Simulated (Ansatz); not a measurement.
Ideal-gas functions of Al$_{2}$Cl$_{4}$F$_{2}$ (`[F][Al@-]1([Cl])[Cl+][Al@-]([F])([Cl])[Cl+]1`) at 400 K and 1 bar, from an Ansatz frequency run at PBE0-D4/def2-TZVP.

Molar mass 233.77 g/mol, point group C2h (symmetry number 2), electronic degeneracy 1, moments of inertia 419.945, 1088.533, 1134.091 u Å². Harmonic wavenumbers (cm⁻¹, unscaled): 21, 75, 107, 118, 145, 164, 168, 193, 197, 244, 290, 343, 360, 448, 544, 570, 879, 880.

Use S(trans) = R[1.5 ln M + 2.5 ln T − 1.1517]; rotational temperatures θ = 24.2544 K / I; S(rot) = R[ln(√π/σ · √(T³/θAθBθC)) + 1.5]; for each mode x = 1.438777 ν̃/T, S = R[x/(eˣ − 1) − ln(1 − e⁻ˣ)] and H = RT x/(eˣ − 1); 1 cm⁻¹ = 0.0119627 kJ/mol; R = 8.31446 J/(mol·K).

Q: By hand: the entropy, in J/(mol·K).

A: Translation 183.0. Rotation: θ = 0.0578, 0.0223, 0.0214 K, giving 129.8. Vibration, mode by mode: 29.79, 19.23, 16.30, 15.50, 13.82, 12.82, 12.63, 11.51, 11.35, 9.66, 8.33, 7.08, 6.72, 5.19, 3.94, 3.66, 1.52, 1.52, in all 190.6. Electronic 0.0. Sum 503.4 J/(mol·K).

Q: By hand: H − E and G − E in kJ/mol, counted from the electronic energy.

A: Zero-point energy ½ × 5746 × 0.0119627 = 34.4; thermal vibration 35.1; translation, rotation and pV give 4 RT = 13.3. H − E = 82.8 kJ/mol, and G − E = 82.8 − 400 × 503.4/1000 = -118.6 kJ/mol.

Vibration gives 38 % of the entropy, 94.7 J/(mol·K) of it from the modes under 150 cm⁻¹: soft modes count most, and the harmonic formula is weakest for them.
